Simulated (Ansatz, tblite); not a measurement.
Isomers of Pb₂O₃ (singlet), found by a short tight-binding search and relaxed with PBE-D4/def2-SVP in Ansatz.

In the def2 sets Pb takes a core potential; there is no spin–orbit coupling. The xTB rows come from tblite. Correlated methods freeze 11 core orbitals; core or outer-core shells of Pb are correlated, in sets that lack core-valence functions.

Run but left out: HF/def2-TZVP, HF/def2-TZVPP (A: restricted singlet, unstable towards broken spin symmetry); BHLYP-D4/def2-TZVP (A: restricted singlet, unstable in another Hartree–Fock run and untested here).

A: The restricted singlet is unstable towards broken spin symmetry in Hartree–Fock (as tested in another run); at LDA (SPW92)/def2-TZVP, PBE-D4/def2-SVP, PBE-D4/def2-TZVP, BLYP-D4/def2-TZVP and others this wasn't settled. At MP2/def2-TZVP, CCSD(T)/def2-TZVPP the restricted singlet (for correlated methods, its reference) is unstable: a solution with broken spin symmetry lies lower. At CCSD(T)/def2-TZVPP T1 of the charge 0 singlet is large (up to 0.030), so the single-reference result is doubtful. B: The restricted singlet is unstable towards broken spin symmetry in Hartree–Fock (as tested in another run); at LDA (SPW92)/def2-TZVP, PBE-D4/def2-SVP, PBE-D4/def2-TZVP, BLYP-D4/def2-TZVP and others this wasn't settled. At MP2/def2-TZVP, CCSD(T)/def2-TZVPP the restricted singlet (for correlated methods, its reference) is unstable: a solution with broken spin symmetry lies lower. At CCSD(T)/def2-TZVPP T1 of the charge 0 singlet is large (up to 0.059), so the single-reference result is doubtful. It holds 1 O–O bond. C: At CCSD(T)/def2-TZVPP T1 of the charge 0 singlet is large (up to 0.033), so the single-reference result is doubtful. It holds 1 O–O bond. D: At CCSD(T)/def2-TZVPP T1 of the charge 0 singlet is large (up to 0.026), so the single-reference result is doubtful. It holds 1 O–O bond.

Other spin states weren't relaxed.

A:

Cartesian coordinates in Å:
```
Pb 0.638 0.564 0.292
Pb -1.651 -1.466 -0.771
O 0.222 -1.542 0.309
O -1.206 0.652 -0.801
O 1.997 1.792 0.971
```

B:

```tsv
atom	x (Å)	y (Å)	z (Å)
Pb1	-0.649	-1.652	0.289
Pb2	-0.711	1.627	0.284
O3	-1.001	-0.017	1.636
O4	1.577	0.028	-1.626
O5	0.784	0.014	-0.584
```

C:

| atom | x (Å) | y (Å) | z (Å) |
| --- | --- | --- | --- |
| Pb1 | 0.001 | -1.245 | -1.433 |
| Pb2 | 0.705 | 1.613 | 0.709 |
| O3 | -0.754 | 0.081 | 1.320 |
| O4 | -1.023 | -1.009 | 0.503 |
| O5 | 1.072 | 0.560 | -1.100 |

D:

```xyz
5

Pb   -0.727   -0.417    1.459
Pb    1.054    0.803   -1.038
O    -1.098   -0.147   -0.855
O    -0.071   -1.235   -0.654
O     0.843    0.996    1.087
```

Task: Estimate their order by electronic energy at PBE0-D4/def2-TZVP, counted from the lowest.

Result: D (0.0) < C (4.9) < A (26.9) < B (45.1), in kcal/mol.

Task: Do the other levels pick the same lowest one?

Result: All that were run do. Energies above each level's lowest (kcal/mol):

```tsv
level	A	B	C	D
GFN1-xTB	53.0	39.6	4.4	0.0
GFN2-xTB	66.4	36.3	2.1	0.0
LDA (SPW92)/def2-TZVP	26.8	38.0	3.6	0.0
PBE-D4/def2-SVP	32.3	35.8	3.0	0.0
PBE-D4/def2-TZVP	22.6	36.3	3.5	0.0
BLYP-D4/def2-TZVP	21.9	35.3	1.7	0.0
r2SCAN-D4/def2-TZVP	25.1	43.2	6.5	0.0
PBE0-D4/def2-SVP	36.9	45.0	5.0	0.0
PBE0-D4/def2-TZVP	26.9	45.1	4.9	0.0
MP2/def2-TZVP	23.1	54.7	12.2	0.0
MP2/def2-TZVPP	23.1	54.7	12.2	0.0
CCSD/def2-TZVPP	27.8	56.7	9.2	0.0
CCSD(T)/def2-TZVPP	22.5	46.3	9.0	0.0
```
Point groups (tolerance 0.1 Å): A not assigned, B Cs, C C2v, D C2v. Lower isomers may exist. From def2-SVP to def2-TZVP the PBE0 values move by up to 10.0 kcal/mol, so results in the small set are rough.
